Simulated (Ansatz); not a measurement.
Job for Ansatz (a program for electronic structure): R-wB97X-V/def2-TZVPPD on N2 (SMILES N#N) with ghost functions, monomers drawn apart or pushed together. Files ending in .json are basis or fitting sets from the Basis Set Exchange.

Ansatz 0.2 input:
```yaml
crystal:
  periodic: [false, false, false]
  atoms:
    - {symbol: N, position_ang: [0.56314741, -0.43434359, 4.23061403]}
    - {symbol: N, position_ang: [-0.14539287, 0.03268678, 4.91571479]}
basis:
  gaussian:
    orbitals: def2-TZVPPD.json
    ghost_atoms:
      - {symbol: N, position_ang: [-0.15989024, 0.18569666, -0.16589829]}
      - {symbol: H, position_ang: [-0.38509107, 0.33453743, -1.14295921]}
      - {symbol: H, position_ang: [0.76478673, 0.56906909, -0.00636693]}
      - {symbol: H, position_ang: [-0.09523295, -0.81509797, -0.01874501]}
hamiltonian:
  xc: {name: wB97X-V}
scf: {lower_state_search: off}
```

It printed:

```
WARN ansatz: RAYON_NUM_THREADS=2 ignored (pool sized by the plan → 2); use --threads N
Functional definition: wB97X-V
these checks for a lower state are left out or cut short: stability, starts, cluster_reference, orbital_swaps, neighbouring_geometries, increment
integrals: 0.06 GiB planned
691 factors; their error is unknown
integrals: 0.09 GiB planned
192 factors; integrals over basis functions are off by at most 3.9e-5 eV
mean field: 0.56 GiB planned
mean field evaluation 1: about -2980.3175 eV, gradient 1.6e1 eV
mean field evaluation 2: about -2980.6798 eV, gradient 6.0e0 eV
mean field evaluation 4: about -2980.7403 eV, gradient 8.4e-2 eV
mean field evaluation 8: about -2980.7490 eV, gradient 1.7e-3 eV
mean field -2980.74904504 eV, -109.5405069810 hartree, gradient 3.1e-6 eV, S^2 0.000000; 0 other end points of the search recorded, 0 dependent functions left out
reference -2980.74904378 eV, -109.5405069346 hartree; 7, 7 occupied and 155, 155 virtual orbitals, 691 factors
Total energy: -2980.74904378 eV, -109.5405069346 hartree
Checks for a lower state left out: stability, starts, cluster_reference, orbital_swaps, neighbouring_geometries, increment
```

Self-consistency was reached.

Cost: about 1.3 core-seconds (a rough figure).
